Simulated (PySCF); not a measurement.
## C2H4Al2O4

C2H4Al2O4 is a molecule, neutral, singlet. The structure, one conformer, was relaxed in the gas phase by PBE0-D3(BJ)/def2-SVP. No frequency run checks that it is a minimum.

SMILES: C#[C][Al]([OH])[O][Al]([OH])[OH]

Coordinates in Å:
```
O1     -1.983   -0.373    2.334
Al2    -1.797    0.315    0.795
O3     -3.190    0.793   -0.046
O4     -0.237    0.516    0.183
Al5     1.386    0.375   -0.260
O6      2.535    1.567    0.096
C7      1.976   -1.141   -1.240
C8      2.342   -2.125   -1.862
H9     -2.846   -0.508    2.729
H10    -3.191    1.190   -0.918
H11     2.378    2.355    0.617
H12     2.669   -2.991   -2.410
```

Shieldings: GIAO PBE0/pcSseg-1. Shifts are against computed references at the same level: C TMS (σ 184.4 ppm), H TMS (σ 31.27 ppm). Core levels by delta-SCF with SCAN, pcX-2 on the ionised atom and pcseg-1 elsewhere, spin-free X2C (2p3/2 is the spin-free 2p value less a third of a first-order spin-orbit splitting); from the vacuum level, for chosen atoms.

Task: Give the NMR and core-level values of the distinct atoms.

Result: 
```json
{"atoms": "O1", "bonded to": "1 Al + 1 H", "σ (ppm)": "331.6", "δ (ppm)": "-", "core level (eV)": "1s 538.16"}
{"atoms": "Al2", "bonded to": "3 O", "σ (ppm)": "476.5", "δ (ppm)": "-", "core level (eV)": "-"}
{"atoms": "O3", "bonded to": "1 Al + 1 H", "σ (ppm)": "327.4", "δ (ppm)": "-", "core level (eV)": "-"}
{"atoms": "O4", "bonded to": "2 Al", "σ (ppm)": "287.1", "δ (ppm)": "-", "core level (eV)": "1s 537.18"}
{"atoms": "Al5", "bonded to": "1 C + 2 O", "σ (ppm)": "469.2", "δ (ppm)": "-", "core level (eV)": "2p3/2 80.79"}
{"atoms": "O6", "bonded to": "1 Al + 1 H", "σ (ppm)": "305.6", "δ (ppm)": "-", "core level (eV)": "1s 538.04"}
{"atoms": "C7", "bonded to": "1 Al + 1 C", "σ (ppm)": "96.9", "δ (ppm)": "87.5", "core level (eV)": "-"}
{"atoms": "C8", "bonded to": "1 C + 1 H", "σ (ppm)": "81.5", "δ (ppm)": "102.9", "core level (eV)": "-"}
{"atoms": "H9", "bonded to": "1 O", "σ (ppm)": "30.19", "δ (ppm)": "1.08", "core level (eV)": "-"}
{"atoms": "H10", "bonded to": "1 O", "σ (ppm)": "30.22", "δ (ppm)": "1.04", "core level (eV)": "-"}
{"atoms": "H11", "bonded to": "1 O", "σ (ppm)": "29.86", "δ (ppm)": "1.41", "core level (eV)": "-"}
{"atoms": "H12", "bonded to": "1 C", "σ (ppm)": "29.51", "δ (ppm)": "1.76", "core level (eV)": "-"}
```

Values are those of this one static structure; atoms that internal rotation interchanges would show their mean in an NMR spectrum.

Core levels of C7 are left out, their hole states being strongly spin-contaminated.

Task: Which of O1, O4, O6 holds its core electrons tightest, and by how much against the loosest?

Result: O1 (bonded to 1 Al + 1 H), by 0.98 eV over O4 (bonded to 2 Al).

Task: By CAM-B3LYP/def2-SVPD (TDDFT singlets, Tamm-Dancoff triplets, ionisation by delta-SCF), where does absorption start, and what does vertical ionisation take?

Result: The first singlet with intensity lies at 6.04 eV (f 0.011); what lies below it is dark. The lowest singlet lies at 5.58 eV (f 0.000), the strongest of the first 6 at 6.04 eV (f 0.011), the lowest triplet at 4.73 eV; vertical ionisation takes 10.65 eV.

The 3 runs behind this took 6.2 min in all, one thread each of Arm Neoverse V2 on a shared host, launched as `OMP_NUM_THREADS=1 python cluster_run.py task.json out`.
